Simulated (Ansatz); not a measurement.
C3H7BFN (`C/C(BN)=C\F`). The species carries charge 0 and has multiplicity 1. The structure was optimised at the PBE0-D4/def2-TZVP level. It is one conformer, not always the lowest.

```xyz
13

C     1.262   -0.665   -0.364
C    -0.029   -0.390    0.345
B    -0.931    0.820   -0.004
N    -0.574    1.720   -1.007
C    -0.478   -1.175    1.319
F     0.174   -2.263    1.748
H     1.091   -0.828   -1.433
H     1.773   -1.543    0.030
H     1.943    0.188   -0.276
H    -1.959    1.007    0.586
H    -1.138    2.513   -1.256
H     0.268    1.639   -1.551
H    -1.403   -1.022    1.863
```

Q: What is the dipole moment at PBE/def2-TZVPP? (Best estimate.)

A: The calculation gave: 2.28 D, with components (0.31, 1.61, -1.57) D in this frame, pointing from negative to positive charge.

Q: And with r2SCAN, B3LYP, ωB97M-V? (Best estimate.)

A: Computed: r2SCAN 2.29 D, B3LYP 2.33 D, ωB97M-V 2.32 D.

Q: Give the Mulliken charges with PBE, ωB97M-V, r2SCAN in def2-TZVPP. (Best estimate.)

A: Ansatz gave: 
```
atom    PBE  ωB97M-V  r2SCAN
  C1  -0.29    -0.37   -0.18
  C2  -0.05    -0.05   -0.12
  B3  -0.02    -0.02    0.08
  N4  -0.27    -0.24   -0.33
  C5   0.11     0.12    0.18
  F6  -0.16    -0.20   -0.20
  H7   0.09     0.12    0.06
  H8   0.09     0.11    0.06
  H9   0.09     0.12    0.06
 H10  -0.02     0.04   -0.04
 H11   0.18     0.14    0.18
 H12   0.16     0.13    0.16
 H13   0.09     0.10    0.09
```

B3LYP here is the variant with VWN-RPA as its local correlation; programs differ in this.
